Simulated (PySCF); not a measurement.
**Basis-set dependence of population analyses: `C=CC[SiH2]C`**

Species: C4H10Si.
Z-matrix (Å and degrees, PBE0-D3(BJ)/def2-SVP geometry), rows numbered from 1:
```
C 
C   1  1.3361
C   2  1.4916  1  125.97
Si  3  1.8997  2  111.68  1   102.51
C   4  1.8766  3  110.63  2   -61.37
H   1  1.0951  2  121.58  3     2.54
H   1  1.0929  2  121.33  3  -177.92
H   2  1.0980  1  118.24  3   177.40
H   3  1.1033  2  111.22  1   -18.08
H   3  1.1034  2  111.02  1  -137.48
H   4  1.4987  3  108.85  2   177.08
H   4  1.4985  3  108.79  2    59.82
H   5  1.1005  4  111.28  3   177.57
H   5  1.1010  4  110.17  3    57.28
H   5  1.1013  4  110.77  3   -62.14
```

PBE0 throughout (PySCF), one geometry, spherical d and f functions. The structure is a single PBE0-D3(BJ)/def2-SVP conformer in the gas phase; no vibrational or solvent corrections. The first 7 of 11 kinds of atom are listed.

Mulliken charges (e):

```json
{"basis": "STO-3G", "functions": "39", "C1": "-0.183", "C2": "-0.084", "C3": "-0.308", "Si4": "+0.628", "C5": "-0.399", "H6": "+0.073", "H7": "+0.076"}
{"basis": "6-31G", "functions": "69", "C1": "-0.359", "C2": "-0.073", "C3": "-0.695", "Si4": "+0.721", "C5": "-0.816", "H6": "+0.150", "H7": "+0.156"}
{"basis": "pcSseg-0", "functions": "69", "C1": "-0.408", "C2": "-0.232", "C3": "-0.999", "Si4": "+0.928", "C5": "-1.178", "H6": "+0.211", "H7": "+0.217"}
{"basis": "6-31G*", "functions": "94", "C1": "-0.398", "C2": "-0.088", "C3": "-0.602", "Si4": "+0.521", "C5": "-0.763", "H6": "+0.161", "H7": "+0.168"}
{"basis": "cc-pVDZ", "functions": "124", "C1": "-0.040", "C2": "-0.133", "C3": "-0.158", "Si4": "+0.298", "C5": "-0.261", "H6": "+0.031", "H7": "+0.042"}
{"basis": "def2-SVP", "functions": "124", "C1": "-0.086", "C2": "-0.116", "C3": "-0.250", "Si4": "+0.441", "C5": "-0.355", "H6": "+0.040", "H7": "+0.051"}
{"basis": "6-311+G(2d,p)", "functions": "203", "C1": "-0.411", "C2": "+0.096", "C3": "-0.581", "Si4": "+0.652", "C5": "-0.779", "H6": "+0.111", "H7": "+0.119"}
{"basis": "aug-cc-pVDZ", "functions": "209", "C1": "+0.413", "C2": "+1.080", "C3": "+0.306", "Si4": "+0.067", "C5": "+0.430", "H6": "-0.465", "H7": "-0.392"}
{"basis": "def2-TZVP", "functions": "221", "C1": "-0.296", "C2": "-0.132", "C3": "-0.286", "Si4": "+0.229", "C5": "-0.501", "H6": "+0.117", "H7": "+0.128"}
{"basis": "IGLO-III", "functions": "284", "C1": "-0.246", "C2": "-0.106", "C3": "-0.436", "Si4": "+0.776", "C5": "-0.639", "H6": "+0.088", "H7": "+0.107"}
{"basis": "cc-pVTZ", "functions": "294", "C1": "-0.291", "C2": "-0.118", "C3": "-0.241", "Si4": "+0.242", "C5": "-0.388", "H6": "+0.110", "H7": "+0.120"}
{"basis": "pcSseg-2", "functions": "327", "C1": "-0.119", "C2": "-0.132", "C3": "-0.223", "Si4": "+0.604", "C5": "-0.297", "H6": "+0.044", "H7": "+0.062"}
```

IAO charges (e):

| basis | functions | C1 | C2 | C3 | Si4 | C5 | H6 | H7 |
| --- | --- | --- | --- | --- | --- | --- | --- | --- |
| STO-3G | 39 | -0.283 | -0.139 | -0.503 | +0.769 | -0.649 | +0.125 | +0.131 |
| 6-31G | 69 | -0.340 | -0.124 | -0.524 | +0.642 | -0.703 | +0.142 | +0.151 |
| pcSseg-0 | 69 | -0.323 | -0.127 | -0.538 | +0.653 | -0.708 | +0.137 | +0.146 |
| 6-31G* | 94 | -0.330 | -0.120 | -0.532 | +0.756 | -0.707 | +0.136 | +0.145 |
| cc-pVDZ | 124 | -0.335 | -0.120 | -0.531 | +0.754 | -0.705 | +0.137 | +0.147 |
| def2-SVP | 124 | -0.326 | -0.118 | -0.530 | +0.772 | -0.700 | +0.133 | +0.143 |
| 6-311+G(2d,p) | 203 | -0.349 | -0.124 | -0.547 | +0.788 | -0.730 | +0.142 | +0.152 |
| aug-cc-pVDZ | 209 | -0.349 | -0.123 | -0.537 | +0.757 | -0.719 | +0.142 | +0.152 |
| def2-TZVP | 221 | -0.348 | -0.123 | -0.551 | +0.798 | -0.733 | +0.142 | +0.152 |
| IGLO-III | 284 | -0.350 | -0.124 | -0.551 | +0.797 | -0.734 | +0.143 | +0.153 |
| cc-pVTZ | 294 | -0.348 | -0.123 | -0.548 | +0.784 | -0.731 | +0.142 | +0.152 |
| pcSseg-2 | 327 | -0.349 | -0.123 | -0.551 | +0.796 | -0.733 | +0.142 | +0.152 |

Hirshfeld charges (e):

```json
{"basis": "STO-3G", "functions": "39", "C1": "-0.082", "C2": "-0.031", "C3": "-0.087", "Si4": "+0.377", "C5": "-0.126", "H6": "+0.021", "H7": "+0.023"}
{"basis": "6-31G", "functions": "69", "C1": "-0.114", "C2": "-0.032", "C3": "-0.139", "Si4": "+0.308", "C5": "-0.195", "H6": "+0.040", "H7": "+0.043"}
{"basis": "pcSseg-0", "functions": "69", "C1": "-0.107", "C2": "-0.032", "C3": "-0.138", "Si4": "+0.342", "C5": "-0.198", "H6": "+0.038", "H7": "+0.042"}
{"basis": "6-31G*", "functions": "94", "C1": "-0.114", "C2": "-0.033", "C3": "-0.141", "Si4": "+0.301", "C5": "-0.195", "H6": "+0.040", "H7": "+0.043"}
{"basis": "cc-pVDZ", "functions": "124", "C1": "-0.112", "C2": "-0.033", "C3": "-0.147", "Si4": "+0.332", "C5": "-0.204", "H6": "+0.039", "H7": "+0.042"}
{"basis": "def2-SVP", "functions": "124", "C1": "-0.114", "C2": "-0.033", "C3": "-0.150", "Si4": "+0.340", "C5": "-0.207", "H6": "+0.040", "H7": "+0.043"}
{"basis": "6-311+G(2d,p)", "functions": "203", "C1": "-0.115", "C2": "-0.044", "C3": "-0.160", "Si4": "+0.341", "C5": "-0.211", "H6": "+0.043", "H7": "+0.044"}
{"basis": "aug-cc-pVDZ", "functions": "209", "C1": "-0.118", "C2": "-0.043", "C3": "-0.165", "Si4": "+0.343", "C5": "-0.220", "H6": "+0.044", "H7": "+0.045"}
{"basis": "def2-TZVP", "functions": "221", "C1": "-0.117", "C2": "-0.041", "C3": "-0.160", "Si4": "+0.336", "C5": "-0.214", "H6": "+0.043", "H7": "+0.044"}
{"basis": "IGLO-III", "functions": "284", "C1": "-0.119", "C2": "-0.043", "C3": "-0.161", "Si4": "+0.337", "C5": "-0.216", "H6": "+0.043", "H7": "+0.044"}
{"basis": "cc-pVTZ", "functions": "294", "C1": "-0.117", "C2": "-0.038", "C3": "-0.158", "Si4": "+0.335", "C5": "-0.214", "H6": "+0.043", "H7": "+0.044"}
{"basis": "pcSseg-2", "functions": "327", "C1": "-0.118", "C2": "-0.041", "C3": "-0.164", "Si4": "+0.343", "C5": "-0.221", "H6": "+0.044", "H7": "+0.045"}
```

Which scheme is steadiest as the basis changes?

Largest range over the bases for any column: Hirshfeld 0.10 e, IAO 0.16 e, Mulliken 1.61 e. Hirshfeld charges move least and Mulliken charges most, counted in e. Without the minimal STO-3G basis the ranges are Hirshfeld 0.04, IAO 0.16, Mulliken 1.61 e.

How much do the charges still move between the two largest bases, cc-pVTZ and pcSseg-2?

At most, over all atoms: Mulliken 0.361 e, IAO 0.012 e, Hirshfeld 0.008 e.

What do the same runs give for the total energy, the frontier levels and the dipole moment?

```tsv
basis	energy (Eh)	HOMO (eV)	LUMO (eV)	μ (D)
STO-3G	-442.3891	-5.09	3.82	0.45
6-31G	-447.5123	-6.86	0.74	0.37
pcSseg-0	-446.9062	-7.18	0.44	0.24
6-31G*	-447.5746	-6.80	0.70	0.42
cc-pVDZ	-447.6018	-6.95	0.45	0.39
def2-SVP	-447.3958	-7.02	0.38	0.38
6-311+G(2d,p)	-447.6537	-7.07	-0.03	0.38
aug-cc-pVDZ	-447.6120	-7.05	-0.09	0.37
def2-TZVP	-447.6663	-7.05	0.16	0.38
IGLO-III	-447.6730	-7.06	0.06	0.37
cc-pVTZ	-447.6662	-7.04	0.23	0.38
pcSseg-2	-447.6749	-7.08	0.07	0.37
```

The dipole is fixed by the density alone, so its range of 0.21 D shows that the density itself changes with the basis, not only its division among atoms.
